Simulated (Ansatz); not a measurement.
Geometry optimisation, Ansatz 0.2.0, UKS B3LYP-D4/def2-SVP.

Input:

```yaml
crystal:
  periodic: [false, false, false]
  atoms:
    - { symbol: Al, position_ang: [0.0, 0.0, 0.0] }
    - { symbol: F, position_ang: [0.0, 0.0, 1.94] }
    - { symbol: O, position_ang: [1.5415, 0.0, -0.89] }
    - { symbol: H, position_ang: [1.8414, -0.9519, -1.0449] }
    - { symbol: O, position_ang: [-1.5415, 0.0, -0.89] }
    - { symbol: H, position_ang: [-2.0512, -0.8467, -0.6815] }
    - { symbol: F, position_ang: [0.0, 0.0, 3.38] }
magnetization:
  spin_polarized: true
  initial_magnetization: 1
basis:
  gaussian: { orbitals: def2-SVP }
hamiltonian:
  xc: b3lyp
  dispersion: d4
relax:
  f_tol: 0.15
  max_steps: 25
  restrain:
    - { distance: [1, 6], at: 1.14, k: 30.0 }
    - { distance: [0, 1], at: 2.89, k: 30.0 }
output:
  orbitals: {}
```

Command:

```bash
$ ansatz run input.yaml --threads 2 --pin off --max-ram 3072MiB --backend cpu --events-out ev --progress --plain --runs-dir out
```

Question: Where does it end, and by what steps?

Answer: The forces met the threshold. The restraints hold the end off the free minimum; the threshold counts their pulls, which the force column leaves out. Restrained pairs: F2–F7 (1.44 → 1.32 Å), Al1–F2 (1.94 → 2.89 Å). After 10 steps the energy has risen by 1.414 eV (the restraints' own energy left out); Al1 moved furthest, 0.76 Å. The start is strongly strained (largest force component 14 eV/Å), so its close contacts needn't be bonds.

| step | energy less start (eV) | largest force component (eV/Å) | accepted |
| --- | --- | --- | --- |
| 0 | 0.0000 | 13.935 | yes |
| 1 | 0.6259 | 9.862 | yes |
| 2 | 1.6942 | 7.116 | yes |
| 3 | 1.8188 | 6.060 | yes |
| 4 | 1.6603 | 5.704 | yes |
| 5 | 1.4860 | 4.775 | yes |
| 6 | 1.5117 | 5.516 | yes |
| 7 | 1.4433 | 4.984 | yes |
| 8 | 1.4074 | 4.904 | yes |
| 9 | 1.4164 | 4.848 | yes |
| 10 | 1.4138 | 4.930 | yes |

```xyz
7
Properties=species:S:1:pos:R:3
Al 0.111 -0.644 -0.390
F -0.047 -0.261 2.466
O 1.407 -0.220 -1.417
H 2.324 -0.446 -1.238
O -1.455 -0.193 -0.896
H -2.247 -0.293 -0.361
F -0.302 0.259 3.651
```

Time of the run: 30 s on 2 threads of Arm Neoverse V1, on a shared host, peak memory 0.22 GiB.
